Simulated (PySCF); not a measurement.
chlorocyclobutane (C4H7Cl), SMILES ClC1CCC1.

The structure is a stationary point at r2SCAN-D4/def2-SVP.

Level of theory: r2SCAN-D4/def2-SVP run with PySCF.

Frequencies are harmonic and unscaled.

| mode | ν (cm⁻¹) | IR (km/mol) | Raman (Å⁴/amu) | depolarisation | moving atoms (share of kinetic energy) |
|---|---|---|---|---|---|
| 1 | 164 | 0.8 | 0.7 | 0.23 | C 47 %, H 43 %, Cl 10 % |
| 2 | 284 | 0.9 | 2.4 | 0.75 | C 58 %, H 23 %, Cl 18 % |
| 3 | 373 | 6.3 | 4.2 | 0.44 | Cl 38 %, C 36 %, H 26 % |
| 4 | 526 | 4.7 | 5.5 | 0.32 | C 47 %, H 36 %, Cl 17 % |
| 5 | 720 | 13.8 | 3.5 | 0.32 | H 62 %, C 34 % |
| 6 | 783 | 0.6 | 0.9 | 0.75 | H 84 %, C 16 % |
| 7 | 847 | 45.1 | 4.8 | 0.19 | C 67 %, H 30 % |
| 8 | 921 | 1.2 | 1.7 | 0.36 | C 52 %, H 48 % |
| 9 | 926 | 0.5 | 10.7 | 0.75 | C 61 %, H 39 % |
| 10 | 948 | 3.0 | 0.7 | 0.75 | H 84 %, C 16 % |
| 11 | 1040 | 16.1 | 13.6 | 0.15 | C 66 %, H 33 % |
| 12 | 1055 | 1.0 | 1.2 | 0.75 | C 58 %, H 42 % |
| 13 | 1111 | 0.5 | 3.7 | 0.10 | C 60 %, H 40 % |
| 14 | 1177 | 1.2 | 6.3 | 0.75 | H 69 %, C 31 % |
| 15 | 1218 | 3.6 | 4.3 | 0.71 | H 76 %, C 24 % |
| 16 | 1232 | 0.0 | 3.4 | 0.75 | H 71 %, C 29 % |
| 17 | 1241 | 0.5 | 0.9 | 0.75 | H 89 %, C 11 % |
| 18 | 1254 | 1.3 | 5.4 | 0.71 | H 64 %, C 36 % |
| 19 | 1281 | 0.4 | 4.3 | 0.75 | H 66 %, C 34 % |
| 20 | 1292 | 39.4 | 8.5 | 0.74 | H 75 %, C 25 % |
| 21 | 1441 | 4.1 | 6.3 | 0.75 | H 91 %, C 9 % |
| 22 | 1453 | 4.9 | 21.1 | 0.75 | H 93 % |
| 23 | 1479 | 3.8 | 8.7 | 0.65 | H 87 %, C 13 % |
| 24 | 3063 | 26.9 | 72.3 | 0.57 | H 95 % |
| 25 | 3065 | 40.2 | 0.7 | 0.75 | H 95 % |
| 26 | 3069 | 5.0 | 299.2 | 0.04 | H 94 % |
| 27 | 3099 | 7.0 | 104.4 | 0.38 | H 92 %, C 8 % |
| 28 | 3127 | 4.0 | 106.5 | 0.49 | H 90 %, C 10 % |
| 29 | 3138 | 14.7 | 87.3 | 0.75 | H 90 %, C 10 % |
| 30 | 3145 | 32.2 | 50.1 | 0.63 | H 90 %, C 10 % |
